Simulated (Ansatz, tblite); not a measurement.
Spin states of (OH)3Ti-NH-SiH3 (TiSiNO3H7), each relaxed with r2SCAN-D4/def2-SVP in Ansatz. Electronic energies in the gas phase.

The 6-31G sets use Cartesian d functions. The xTB rows come from tblite. B3LYP takes the VWN-RPA correlation. Correlated methods freeze 14 core orbitals; core or outer-core shells of Ti are correlated, in sets that lack core-valence functions. The rows differ in basis, and correlated rows in double-zeta sets carry the largest basis error.

Singlet geometry:

```xyz
13

Ti   -1.0326    0.3846   -0.1653
O    -0.0656    1.8499   -0.5808
O    -2.2325    0.6532    1.1413
O    -1.8382   -0.2423   -1.6425
N     0.2742   -0.8302    0.4758
Si    1.9924   -0.6577    0.2261
H     0.1783    2.5779    0.0050
H    -3.1960    0.6084    1.1226
H    -1.6301   -0.9916   -2.2129
H    -0.0121   -1.4983    1.1934
H     2.2779   -0.3708   -1.2101
H     2.6852   -1.9297    0.6085
H     2.5993    0.4465    1.0390
```

Triplet geometry:

```xyz
13

Ti    0.619    0.180    1.169
O    -0.827   -1.091    0.656
O     0.162    0.951    2.737
O     2.318   -0.216    0.743
N    -0.437    0.830   -0.557
Si   -0.580   -0.257   -1.948
H    -1.728   -0.880    0.944
H     0.503    1.332    3.551
H     2.968   -0.755    0.284
H    -1.218    1.483   -0.432
H     0.500   -1.275   -1.874
H    -0.355    0.582   -3.172
H    -1.926   -0.886   -2.099
```

Only these spin states were relaxed. Higher spins weren't run and may lie lower. The triplet has other bonds than the singlet, so the gap mixes isomer and spin.

Second-order perturbation terms are unreliable where d shells bring near-degenerate states, and here MP2/def2-SVP, MP2/def2-TZVP lie more than 0.4 eV from the median of the functionals without such a term.

```
               level  triplet − singlet (kcal/mol)  lowest of these
            GFN1-xTB                          66.9          singlet
            HF/6-31G                          22.4          singlet
        HF/def2-TZVP                          32.7          singlet
    PBE-D4/def2-TZVP                          75.1          singlet
r2SCANh-D4/def2-TZVP                          70.3          singlet
        MP2/def2-SVP                          86.5          singlet
```

(1) Estimate the rows for HF/def2-SVP, B3LYP-D4/6-31G, B3LYP-D4/def2-TZVP, PBE0-D4/def2-TZVP, MP2/def2-TZVP, CCSD/def2-SVP.

(2) How do the metal–ligand distances follow the spin state?

Answers

(1) 
```tsv
level	triplet − singlet (kcal/mol)	lowest of these
HF/def2-SVP	26.6	singlet
B3LYP-D4/6-31G	66.4	singlet
B3LYP-D4/def2-TZVP	69.2	singlet
PBE0-D4/def2-TZVP	69.1	singlet
MP2/def2-TZVP	90.6	singlet
CCSD/def2-SVP	64.1	singlet
```

The xTB methods have no spin-polarisation term.

(2) 
| state | donor atoms | mean metal–ligand distance (Å) | range (Å) | Mulliken spin on the metal (PBE0) |
| --- | --- | --- | --- | --- |
| singlet | 4 | 1.822 | 1.79–1.90 | 0 |
| triplet | 4 | 1.930 | 1.80–2.13 | 1.01 |

⟨S²⟩ at PBE0-D4/def2-TZVP: singlet 0.00 (pure 0.00), triplet 2.01 (pure 2.00).
